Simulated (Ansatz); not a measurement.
Single points on cyclo-(H2GeO)2 (Ge₂O₂H₄).

```yaml
crystal:
  periodic: [false, false, false]
  atoms:
    - {symbol: Ge, position_ang: [-0.601474, -0.439905, 1.076031]}
    - {symbol: H, position_ang: [-1.273623, -1.836605, 1.162784]}
    - {symbol: H, position_ang: [-0.710499, 0.385311, 2.386456]}
    - {symbol: O, position_ang: [1.105071, -0.506132, 0.410801]}
    - {symbol: Ge, position_ang: [0.601493, 0.439959, -1.076012]}
    - {symbol: H, position_ang: [0.710283, -0.385605, -2.386235]}
    - {symbol: H, position_ang: [1.273756, 1.836580, -1.163163]}
    - {symbol: O, position_ang: [-1.104996, 0.506397, -0.410664]}
basis:
  gaussian: {orbitals: def2-TZVP, initial_orbitals: start.molden}
hamiltonian: {xc: {name: CAM-B3LYP}, dispersion: d4}
scf: {omitted_lower_state_checks: [starts]}
output: {orbitals: {seedname: orbitals}}
```

The file start.molden holds the orbitals of an earlier run on this structure, at another level or in another basis.

```sh
$ ansatz run in.yaml --threads 4 --pin off --events-out ev --progress --plain --max-ram 3916MiB
```

Output, abridged:

```
Functional definition: CAM-B3LYP
1256 factors; their error is unknown
305 factors; integrals over basis functions are off by at most 9.3e-6 eV
mean field evaluation 1: about -117203.7595 eV, gradient 7.2e0 eV
mean field evaluation 2: about -117203.8241 eV, gradient 6.6e-2 eV
mean field evaluation 4: about -117204.2334 eV, gradient 9.3e-5 eV
mean field -117204.23336839 eV, -4307.1761324057 hartree, gradient 2.0e-5 eV, S^2 0.000000; 0 other end points of the search recorded, 0 dependent functions left out
reference -117204.23350018 eV, -4307.1761372489 hartree; 42, 42 occupied and 140, 140 virtual orbitals, 1256 factors
Total energy: -117204.39067858 eV, -4307.1819134486 hartree
Checks for a lower state left out: starts
```

Hardware: 4 threads of Intel Xeon 6975P-C on a shared host. Wall time 1.6 s, peak host memory 0.58 GiB.

As the first input, with `hamiltonian: {xc: {name: r2SCANh}, dispersion: d4}` (abridged; 2 s):

```
Functional definition: r2SCANh
mean field -117195.81171977 eV, -4306.8666425273 hartree, gradient 7.2e-6 eV, S^2 0.000000
Total energy: -117195.85585896 eV, -4306.8682646125 hartree
Checks for a lower state left out: starts
```

As the first input, with `hamiltonian: {xc: {name: BLYP}, dispersion: d4}` (abridged; 0.8 s):

```
Functional definition: BLYP
mean field -117201.26368014 eV, -4307.0669983755 hartree, gradient 3.6e-5 eV, S^2 0.000000
Total energy: -117201.66187181 eV, -4307.0816316492 hartree
Checks for a lower state left out: starts
```

As the first input, with `gaussian: {orbitals: def2-SVP, initial_orbitals: start.molden}`, `hamiltonian: {xc: pbe0, dispersion: d4}` (abridged; 0.8 s):

```
Functional definition: PBE0
mean field -117160.73352195 eV, -4305.5775425344 hartree, gradient 7.2e-6 eV, S^2 0.000000
Total energy: -117160.88688848 eV, -4305.5831786501 hartree
Checks for a lower state left out: starts
```

The first input with `hamiltonian: {xc: pbe0, dispersion: d4}` (abridged; 1.3 s):

```
Functional definition: PBE0
mean field -117180.24025437 eV, -4306.2944017283 hartree, gradient 8.4e-5 eV, S^2 0.000000
Total energy: -117180.39362346 eV, -4306.3000379387 hartree
Checks for a lower state left out: starts
```

As the first input, with `hamiltonian: {xc: {name: B3LYP}, dispersion: d4}` (abridged; 1.2 s):

```
Functional definition: B3LYP
mean field -117201.43986026 eV, -4307.0734728752 hartree, gradient 7.2e-5 eV, S^2 0.000000
Total energy: -117201.73812700 eV, -4307.0844339758 hartree
Checks for a lower state left out: starts
```

As the first input, with `hamiltonian: {xc: pbe, dispersion: d4}`, `output: {forces: true, orbitals: {seedname: orbitals}}` (abridged; 1 s):

```
Functional definition: PBE
mean field -117177.40164072 eV, -4306.1900846011 hartree, gradient 1.5e-5 eV, S^2 0.000000
Total energy: -117177.58397621 eV, -4306.1967853067 hartree
Atom 0 force     0.095811     0.070256    -0.171770 eV/Å
Atom 1 force     0.022037     0.044938    -0.003863 eV/Å
Atom 2 force     0.004177    -0.025767    -0.042954 eV/Å
Atom 3 force    -0.034944     0.016078    -0.013160 eV/Å
Atom 4 force    -0.095793    -0.070291     0.171858 eV/Å
Atom 5 force    -0.004070     0.025882     0.042802 eV/Å
Atom 6 force    -0.022098    -0.044990     0.003951 eV/Å
Atom 7 force     0.034880    -0.016106     0.013137 eV/Å
Dipole moment:    -0.000005    -0.000026    -0.000027 e Å
Checks for a lower state left out: starts
```

Geometry: PBE-D4/def2-SVP.

B3LYP takes the VWN-RPA correlation.
